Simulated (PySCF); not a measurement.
Sb(Br)(TeH)2 (BrH2SbTe2), SMILES [TeH][Sb]([TeH])[Br]. Coordinates come from a PBE0-D3(BJ)/def2-SVP optimisation. The def2 effective core potentials stand for the cores of Sb, Te; spin–orbit coupling is left out.

Computed equilibrium geometry at PBE0-D3(BJ)/def2-SVP (PySCF confirms it by a frequency run) as bond lengths and angles:
Atoms: Sb1 Br2 Te3 H4 Te5 H6. Bond lengths (Å): Sb1–Br2 2.554, Sb1–Te3 2.769, Sb1–Te5 2.769, Te3–H4 1.668, Te5–H6 1.667. Angles (°): Br2–Sb1–Te3 99.7, Br2–Sb1–Te5 101.5, Te3–Sb1–Te5 89.8, Sb1–Te3–H4 90.6, Sb1–Te5–H6 90.0.
Charge 0, spin multiplicity 1.
